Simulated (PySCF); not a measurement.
SMILES C=[CH][GeH]([CH]=C)[CH]=C (GFN2-xTB optimised geometry):

```
17

Ge    -1.661     0.144     0.000
C     -2.353    -0.688     1.636
C     -3.092    -0.066     2.539
C      0.302     0.144     0.000
C      1.049    -0.775    -0.588
C     -2.381    -0.807    -1.561
C     -1.818    -0.813    -2.758
H     -2.129     1.587     0.000
H     -2.099    -1.730     1.789
H     -3.459    -0.554     3.430
H     -3.364     0.972     2.421
H      0.784     0.941     0.552
H      0.608    -1.587    -1.145
H      2.129    -0.761    -0.548
H     -3.304    -1.354    -1.412
H     -2.243    -1.342    -3.598
H     -0.898    -0.282    -2.950
```

Method: CAM-B3LYP/def2-SVP in PySCF.

Problem. What are the frontier orbital energies and the dipole moment?

Solution. HOMO-2 -9.28 eV, HOMO-1 -8.93 eV, HOMO -8.87 eV, LUMO 0.95 eV, LUMO+1 1.14 eV; dipole moment 0.47 D.

Meta-Löwdin charges at CAM-B3LYP/def2-SVP: Ge1 0.63, C2 -0.29, C3 -0.20, C4 -0.29, C5 -0.20, C6 -0.29, C7 -0.19, H8 -0.09, H9 0.10, H10 0.10, H11 0.10, H12 0.10, H13 0.10, H14 0.10, H15 0.10, H16 0.10, H17 0.10.
